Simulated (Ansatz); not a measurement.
A run on the F⁻ ion with other settings.

```yaml
crystal:
  periodic: [false, false, false]
  atoms:
    - {symbol: F, position_ang: [-0.011454, 0.011816, -0.007054]}
basis:
  gaussian: {orbitals: def2-TZVPD, final_grid: {core_spheres: 8, valence_spheres: 7, degree: 23}}
total_charge: -1
magnetization: {spin_polarized: true, initial_magnetization: 0}
hamiltonian: {xc: {name: wB97}, pseudopotentials: {relativity: none}}
accuracy: high
output: {forces: true}
```

```sh
$ ansatz run in.yaml --threads 2 --pin off --events-out ev --progress --plain --max-ram 32768MiB --backend cpu
```

It prints (some lines left out):

```
Functional definition: wB97
387 factors; integrals over basis functions are off by at most 3.7e-9 eV
134 factors; integrals over basis functions are off by at most 1.1e-9 eV
mean field evaluation 1: about -2707.8505 eV, gradient 6.0e1 eV
mean field evaluation 2: about -2704.3151 eV, gradient 7.8e1 eV
mean field evaluation 4: about -2717.9052 eV, gradient 5.1e-1 eV
mean field evaluation 8: about -2717.9083 eV, gradient 3.1e-2 eV
mean field evaluation 16: about -2717.9083 eV, gradient 1.8e-7 eV
mean field -2717.90825269 eV, -99.8812860219 hartree, gradient 8.6e-9 eV, S^2 0.000000; 0 other end points of the search recorded, 0 dependent functions left out
reference -2717.90825212 eV, -99.8812860012 hartree; 5, 5 occupied and 35, 35 virtual orbitals, 387 factors
Total energy: -2717.90825212 eV, -99.8812860012 hartree
Atom 0 at    -0.011454     0.011816    -0.007054 Å, force     0.000000    -0.000000    -0.000000 eV/Å
Dipole moment:     0.000000    -0.000000    -0.000000 e Å
```

Run time 0.55 s (2 threads of a server CPU on a shared host); peak host memory 0.19 GiB.
